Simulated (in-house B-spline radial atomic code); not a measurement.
A fraction x of an electron is removed from 4d in Rh⁵⁺, starting from [Kr] 4d4 and keeping the highest spin. Level of theory: scalar-relativistic (X2C) TPSS, spin-polarised, spherical fractional occupations, Fermi nucleus of rms radius 4.4945 fm; calculated with an all-electron radial atomic-structure program (B-spline basis).

```
   x  E(x) - E(0) (eV)  4d up level (eV)
   0            0.0000           -72.376
0.09            6.5809           -73.867
0.21           15.5646           -75.865
0.32           24.0110           -77.707
0.44           33.4570           -79.729
 0.5           38.2712           -80.745
0.54           41.5146           -81.423
0.67           52.2434           -83.638
0.85           67.5759           -86.728
0.97           78.1076           -88.802
   1           80.7795           -89.323
```

The exact functional would give a straight line between the two integer points. Deviations E(x) - E(0) - x[E(1) - E(0)], in eV: -0.689 at x = 0.09, -1.399 at x = 0.21, -1.838 at x = 0.32, -2.086 at x = 0.44, -2.119 at x = 0.5, -2.106 at x = 0.54, -1.879 at x = 0.67, -1.087 at x = 0.85, -0.249 at x = 0.97.

The curve lies below the straight line by up to 2.119 eV (at x = 0.5): convex, the delocalisation error that favours fractional charges.

Question: How well does Slater's transition state (minus the level at half occupation) give the ionisation energy?

Answer: It gives 80.745 eV against 80.779 eV from the two total energies; NIST lists 80.00 eV, ground level to ground level.
